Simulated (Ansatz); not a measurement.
Consider the ligand exchange at a B–F bond: `FB(F)Br` + HCl → `FB(Cl)Br` + H–F.

Program: Ansatz. Geometries: PBE0-D4/def2-TZVP. ΔE: electronic, gas phase. CCSD(T)/CBS is the MP2 limit (def2-TZVPP, def2-QZVPP) plus CCSD(T) − MP2 in def2-TZVPP, frozen cores. This one scheme is used for every species. DFT in def2-TZVPP. For Br outer-core shells are correlated without core-valence functions, which leaves a few kJ/mol of doubt a bond. Scalar relativity is left out up to krypton.

`FB(F)Br`:

```xyz
4

F     1.297    0.473   -0.139
B     0.053    0.120    0.062
F    -0.706    0.861    0.828
Br   -0.644   -1.453   -0.751
```

HCl:

Z-matrix (Å, degrees):
```
Cl
H 1 1.279
```

`FB(Cl)Br`:

```xyz
4

F    -0.033    0.222    1.408
B    -0.013   -0.015    0.121
Cl   -0.442   -1.593   -0.463
Br    0.487    1.385   -1.066
```

H–F:

Cartesian coordinates in Å:
```
F -0.058 0.144 -0.433
H 0.058 -0.144 0.433
```

```json
{"level": "ωB97X-V", "ΔE (kcal/mol)": "15.4"}
{"level": "revPBE", "ΔE (kcal/mol)": "13.7"}
```

Q: What does CCSD(T)/CBS give? (An estimate is asked.)

A: The calculation gave: +13.9 kcal/mol. The listed levels differ from it by 1.5, -0.2 kcal/mol.

Largest T1 diagnostic among the species: 0.011.

In def2-TZVPP, CCSD(T) changes the Hartree–Fock value by −4.5 kcal/mol (the triples alone add −0.9 kcal/mol) and MP2 by −6.3 kcal/mol. From BLYP to BHLYP (50 % exact exchange), in def2-TZVPP and without D4, ΔE moves by +1.3 kcal/mol. Leaving LDA and LC-ωPBE aside and taking each functional with its dispersion term where it has one, the values, not all of them listed here, spread over 4.5 kcal/mol, from revPBE-D4 to CAM-B3LYP-D4.
